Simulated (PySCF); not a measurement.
```xyz
3
charge 0 multiplicity 2, angstrom
N    -0.3747    0.0000    0.0000
Se    0.0328    1.6427    0.0000
Se    0.0328   -1.6427    0.0000
```

These are results of UPBE0/[N def2-TZVP, Se def2-TZVP], no relativity, density fitting, PySCF, not measurements.

This geometry of NSe2 is a stationary point at this level.

Problem. What is the point group?

Solution. C2v.

Problem. Is it a minimum?

Solution. Yes: all harmonic wavenumbers are real.

Problem. List the harmonic modes with their infrared intensities.

Solution. 
| symmetry | ω (cm⁻¹) | IR (km/mol) |
| --- | --- | --- |
| a1 | 200 | 3.8 |
| a1 | 451 | 4.0 |
| b2 | 1108 | 334 |

Problem. What are the dipole moment and the gap between the highest occupied and lowest empty levels of either spin?

Solution. 0.55 D and 2.37 eV.

Problem. What is the atomisation energy, with and without zero-point energy?

Solution. 606 kJ/mol without, 596 kJ/mol with.

In C2v the vibrations span 2a1 + b2. Here b1 is antisymmetric to the molecular plane and b2 lies in it.

This need not be the most stable arrangement of these atoms.
